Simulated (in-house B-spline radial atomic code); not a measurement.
The numbers below are computed, except where a source is named.
# Correlation energy from the adiabatic connection: −Z/r, Z = 3.85, wall at 3.86 bohr

Two electrons in a singlet, external potential −Z/r, Z = 3.85, wall at 3.86 bohr (atomic units). Full CI in B-splines (partial waves to l = 8, correlation up to 0.6 % small) with the density held fixed gives W(λ) = <V_ee>_λ − U, and E_c is the integral of W(λ) − W(0) from 0 to 1.

```
   λ  W(λ) − W(0) (hartree)
   0                0.00000
0.02               -0.00188
0.05               -0.00468
0.12               -0.01116
0.25               -0.02293
 0.4               -0.03614
 0.6               -0.05313
 0.8               -0.06947
   1               -0.08517
```

Question: Integrate the table by the trapezoid rule.

Answer: The strips give -0.00002, -0.00010, -0.00055, -0.00222, -0.00443, -0.00893, -0.01226, -0.01546, which sum to -0.04397 hartree. The direct value, W(1) − W(0) + T_c with T_c = 0.04116, is -0.04401; the curve is convex, so chords lie above it and the trapezoids fall short in size by 0.10 %.

Question: Now use only three numbers: W(0) = -2.1828, the initial slope W'(0) = -0.09418 (extrapolated from the first points) and the strong-coupling limit of the point-charge-plus-continuum model, W∞ = -3.1035. What do second-order theory and the interpolation W(λ) = W∞ + (W(0) − W∞)/√(1 + 2χλ) of Seidl, Perdew and Levy give?

Answer: Second order keeps the slope alone: E_c = W'(0)/2 = -0.04709, +7 % in size against -0.04401. Matching the slope fixes χ = W'(0)/(W∞ − W(0)) = -0.09418/(-0.92070) = 0.10229. Integrating, with s = √(1 + 2χ) = 1.097535, E_c = −(W(0) − W∞)(s − 1)/(s + 1) = −0.92070 × 0.097535/2.097535 = -0.04281 hartree, -2.7 % in size against the full result. At λ = 1 the formula gives W − W(0) = -0.08182 against -0.08517. Part of the miss can come from the model's W∞.
